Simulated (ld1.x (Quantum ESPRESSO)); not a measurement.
**An all-electron radial function and its pseudo partner (Si)**

Columns: radius, all-electron u(r) and pseudo u(r) of the 3p shell (level -4.09 eV) of silicon in the configuration [Ne] 3s2 3p2; PBE, non-relativistic, ultrasoft scheme, ld1.x (Quantum ESPRESSO) 7.5.

```csv
r (bohr),all-electron,pseudo
0.095,0.0940,-0.0042
0.190,0.2054,-0.0167
0.285,0.2559,-0.0370
0.380,0.2484,-0.0643
0.475,0.2009,-0.0977
0.570,0.1299,-0.1359
0.665,0.0476,-0.1776
0.760,-0.0381,-0.2217
0.855,-0.1220,-0.2667
0.950,-0.2010,-0.3117
1.045,-0.2735,-0.3555
1.140,-0.3385,-0.3973
1.235,-0.3961,-0.4365
1.330,-0.4465,-0.4726
1.425,-0.4898,-0.5052
1.520,-0.5263,-0.5343
1.615,-0.5561,-0.5595
1.710,-0.5799,-0.5809
1.805,-0.5980,-0.5981
1.900,-0.6109,-0.6109
1.995,-0.6192,-0.6192
2.090,-0.6235,-0.6235
2.185,-0.6241,-0.6241
2.280,-0.6216,-0.6216
2.375,-0.6164,-0.6164
2.470,-0.6089,-0.6089
```

How many radial nodes do the two functions have?

The all-electron 3p function has n − l − 1 = 1; the pseudo-wave has 0, since the states of the same l below it are removed with the core.

At about which radius was the pseudo-wave matched?

1.90 bohr, where the columns begin to agree (steps of 0.10 bohr).

Is the pseudo-wave norm-conserving?

No, it belongs to an ultrasoft set: the norm inside the radius is not constrained, and the difference is carried by the augmentation charge.
